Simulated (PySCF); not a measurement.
prop-1-ynylboronic acid (C3H5BO2), SMILES OB(C#CC)O. Atoms are numbered in the order given.

```xyz
11

C     -3.0103     0.3384     0.2572
C     -1.5689     0.1911     0.1308
C     -0.3484     0.0810     0.0171
B      1.1736    -0.1060    -0.1087
O      1.9530     0.9303    -0.5466
O      1.7853    -1.3008     0.2101
H     -3.3816    -0.0953     1.2094
H     -3.5391    -0.1782    -0.5714
H     -3.3124     1.4063     0.2318
H      2.8897     0.6591    -0.5728
H      1.1349    -1.9604     0.5077
```

Geometry optimised at PBE-D3(BJ)/def2-SVP. One conformer was computed; it need not be the lowest.

All values below come from PBE/def2-TZVP (PySCF).

**Question.** Estimate the frontier levels, gap, dipole moment and polarisability. (Estimate from the structure and the level; the computed values follow.)

**Answer.** 
| Quantity | Result |
|---|---|
| highest occupied level | -6.41 eV |
| lowest empty level | -1.23 eV |
| orbital gap | 5.18 eV |
| dipole moment | 2.04 D |
| quadrupole, principal values (traceless, Buckingham form, about the centre of nuclear charge) | -5.90, -4.41, 10.31 D·Å |
| mean static polarisability | 59.9 bohr³ (8.87 Å³) |
| polarisability, principal values | 38.9, 49.1, 91.6 bohr³ |
